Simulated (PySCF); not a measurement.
A run for PySCF: R-M06-2X/6-31G* on C4H10 (SMILES CCCC).

```python
from pyscf import gto, scf, dft, mp
from pyscf.data.elements import chemcore

mol = gto.M(
    atom='''
    C     1.85890590   -0.56537308    0.08915525
    C     0.67252379    0.27216706   -0.37898417
    C    -0.67243146   -0.27140208    0.09853876
    C    -1.85897217    0.56482152   -0.37154634
    H     1.78392600   -1.59190008   -0.27807145
    H     1.90267536   -0.60874027    1.18022666
    H     2.80557569   -0.15360952   -0.26553861
    H     0.66947971    0.32542211   -1.47285466
    H     0.78823859    1.30244927   -0.02609534
    H    -0.66995201   -0.32308465    1.19248749
    H    -0.78745700   -1.30224507   -0.25293176
    H    -1.90299379    0.60515439   -1.46272507
    H    -1.78398680    1.59236956   -0.00718999
    H    -2.80553177    0.15397085   -0.01550193
    ''',
    basis='6-31g*',
    cart=True,
    charge=0, spin=0, verbose=3, max_memory=1800)
mf = dft.RKS(mol, xc='m062x')
mf.conv_tol = 1e-8
mf.max_cycle = 100
mf.kernel()
if not mf.converged:
    mf = mf.newton().run(mf.mo_coeff, mf.mo_occ)
```

**Question.** What total energy does the run end on?

**Answer.** -158.3573 hartree.
